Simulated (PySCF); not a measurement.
Magnetisability: `[SiH3][SiH2]C[SiH2]P`, CH$_{11}$PSi$_{3}$

Geometry:
| atom | x (Å) | y (Å) | z (Å) |
| --- | --- | --- | --- |
| Si1 | 2.094 | -1.394 | 0.022 |
| Si2 | 1.116 | 0.658 | -0.569 |
| C3 | -0.704 | 0.466 | -1.051 |
| Si4 | -1.944 | 0.504 | 0.363 |
| P5 | -1.327 | -0.967 | 1.977 |
| H6 | 1.783 | -2.403 | -1.042 |
| H7 | 1.584 | -1.912 | 1.327 |
| H8 | 3.580 | -1.244 | 0.106 |
| H9 | 1.887 | 1.196 | -1.737 |
| H10 | 1.257 | 1.638 | 0.555 |
| H11 | -0.828 | -0.470 | -1.622 |
| H12 | -0.969 | 1.290 | -1.737 |
| H13 | -1.936 | 1.857 | 1.000 |
| H14 | -3.324 | 0.236 | -0.152 |
| H15 | -2.598 | -0.920 | 2.627 |
| H16 | -1.663 | -2.116 | 1.196 |

The calculation used PySCF, GIAO CAM-B3LYP/pcSseg-1 magnetisability, rotational g tensor and spin-rotation constants, non-relativistic, gas phase. Geometry: PBE0-D3(BJ)/def2-SVP.

Problem. What are the magnetisability and the molar susceptibility?

Solution. Isotropic -1601 × 10⁻³⁰ J/T², or -96.4 × 10⁻⁶ cm³/mol; principal values -1645, -1581, -1576 × 10⁻³⁰ J/T², anisotropy 67 × 10⁻³⁰ J/T² (root of half the summed squared differences of the principal values). The susceptibility is in cgs units.

Problem. Split it along the inertial axes a, b, c into diamagnetic and paramagnetic parts about the centre of mass, with the quadrupole moment.

Solution. 
```csv
axis,χ (10⁻⁶ cm³/mol),diamagnetic (10⁻⁶ cm³/mol),paramagnetic (10⁻⁶ cm³/mol),summed x² of all electrons (Å²),quadrupole Θ (D Å)
a,-99.0,-686.8,587.8,251.0,+0.07
b,-95.2,-1211.8,1116.6,127.2,-0.37
c,-95.0,-1604.5,1509.6,34.7,+0.30
```
Anisotropies 2χaa − χbb − χcc = -7.8 and 2χbb − χaa − χcc = +3.6 × 10⁻⁶ cm³/mol. Θ is traceless in Buckingham's convention.

Problem. And the rotational g tensor?

Solution. 
| axis | rotational constant (GHz) | g | nuclear part | electronic part |
| --- | --- | --- | --- | --- |
| a | 2.2407 | -0.0223 | 0.5964 | -0.6187 |
| b | 1.1211 | -0.0131 | 0.5750 | -0.5881 |
| c | 0.8122 | -0.0097 | 0.5663 | -0.5760 |

Asymmetric top; isotopes 12C, 1H, 31P, 28Si; no vibrational averaging.
